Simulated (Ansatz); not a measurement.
The same path of C2H6GeS (10 atoms, charge 0, multiplicity 1) was run 3 times with different band settings. The coordinate that changes most is the dihedral H5–S1–C2–H6.

The calculation used RKS PBE0-D4/def2-SVP in Ansatz 0.2.0.

Relaxed end points:

```xyz
10
Properties=species:S:1:pos:R:3
S -1.724 0.442 -1.187
C -0.098 0.589 -0.442
C 0.801 -0.632 -0.630
Ge 0.335 -0.331 1.230
H -2.417 1.151 -0.269
H 0.392 1.554 -0.619
H 1.828 -0.441 -0.958
H 0.347 -1.502 -1.118
H -0.758 -1.187 1.853
H 1.378 0.307 2.142
```

```xyz
10
Properties=species:S:1:pos:R:3
S -1.970 0.664 -0.386
C -0.205 0.676 -0.121
C 0.636 -0.485 -0.644
Ge 0.486 -0.490 1.291
H -1.960 0.817 -1.735
H 0.259 1.667 -0.189
H 1.600 -0.230 -1.098
H 0.094 -1.271 -1.180
H -0.501 -1.446 1.944
H 1.646 0.047 2.121
```

Common settings: movable images 5; climbing image yes; spring 5.0 eV/Å²; start path IDPP; force threshold 0.03 eV/Å; iteration limit 60; end points relaxed.

| run | optimiser | largest step |
| --- | --- | --- |
| 1 | quadratic models (default) | default |
| 2 | lbfgs | 0.5 Å |
| 3 | fire | 0.02 Å |

What does each run give, and how far can it be trusted?

Run 1: converged after 8 iterations, highest image 0.153 eV above the first end. A vibrational analysis at the climbing image gives one clearly imaginary mode, 298i cm⁻¹: a first-order saddle point.
Run 2: converged after 46 iterations, highest image 0.158 eV above the first end. The order of the stationary point at the top wasn't checked.
Run 3: converged after 40 iterations, highest image 0.158 eV above the first end. The order of the stationary point at the top wasn't checked.
